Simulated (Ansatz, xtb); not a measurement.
Species: H6Se, net charge 0, singlet state. 
Coordinates optimised at B3LYP-D3(BJ)/def2-TZVP (Ansatz, a first-principles code):
SMILES: [SeH6]
```xyz
7

Se     0.0000     0.0000     0.0000
H      1.5612     0.0042     0.0010
H     -1.5612    -0.0042    -0.0010
H     -0.0042     1.5612     0.0049
H      0.0042    -1.5612    -0.0049
H     -0.0010    -0.0049     1.5612
H      0.0010     0.0049    -1.5612
```
Charge 0, spin multiplicity 1.

Harmonic wavenumbers from GFN2-xTB (xtb, at its own minimum), cm⁻¹: 944, 945, 946, 1066, 1067, 1068, 1261, 1262, 1263, 1677, 1678, 1678, 1860, 1860, 1959.

Question: Give the harmonic wavenumbers at B3LYP-D3(BJ)/def2-TZVP (Ansatz, finite differences of forces, unscaled).

Answer: 1103, 1103, 1103, 1131, 1131, 1131, 1212, 1212, 1212, 1807, 1807, 1814, 1814, 1814, 2054 cm⁻¹. Zero-point energy 30.7 kcal/mol.

Question: From these and the geometry, give the ideal-gas thermochemistry at 298.15 K and 1 atm (rigid rotor, harmonic oscillator).

Answer: Point group Oh, rotational symmetry number 24. Rotational constants 51.43, 51.43, 51.43 GHz. S(trans) 39.23, S(rot) 12.09, S(vib) 0.48, S(elec, spin only) 0.00, S 51.8 cal/(mol K). H(298) - H(0) 2.49 kcal/mol; G - E(el) 17.7 kcal/mol.
